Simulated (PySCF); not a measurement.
A structure optimised at B3LYP-D3(BJ)/def2-SVP, used in a PySCF frequency run:

```
In
F 1 1.9621
O 1 1.9912 2 117.45
H 3 0.9699 1 110.23 2 0.00
Br 1 2.4640 2 118.77 4 180.00
```
Charge 0, spin multiplicity 1.

Question: Write its SMILES, formula and point group.

Answer: [OH][In]([F])[Br], BrFHInO, Cs

Question: What are its rotational constants (standard atomic weights)?

Answer: 4.9565, 1.2145, 0.97545 GHz
